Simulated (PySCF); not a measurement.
PySCF input:

```python
from pyscf import gto, scf, mp, cc as ccmod

mol = gto.M(
    atom='''
    B     0.11087453   -0.49285834    0.11110979
    Cl   -0.21186230    1.22791613   -0.25597167
    O     1.37103021   -0.66070397    0.54486429
    O    -0.78429365   -1.48959255   -0.02674186
    H    -1.64660601   -1.20791033   -0.34900998
    ''',
    basis='cc-pvdz',
    charge=0,
    spin=1,
    verbose=4,
)

mf = scf.UHF(mol)
mf.conv_tol = 1e-10
mf.max_cycle = 100
mf.kernel()
mo, _, stable, _ = mf.stability(return_status=True)
if not stable:
    mf.kernel(mf.make_rdm1(mo, mf.mo_occ))
mp2 = mp.MP2(mf, frozen=8).run()
cc = ccmod.CCSD(mf, frozen=8)
cc.max_cycle = 100
cc.kernel()
et = cc.ccsd_t()
print(f'E(CCSD(T)) = {cc.e_tot + et:.9f}')
```

Question: Which total energy does the run end on?

Answer: -635.19625 Eh (CCSD(T)/cc-pVDZ).

It need not be the lowest isomer of its formula.
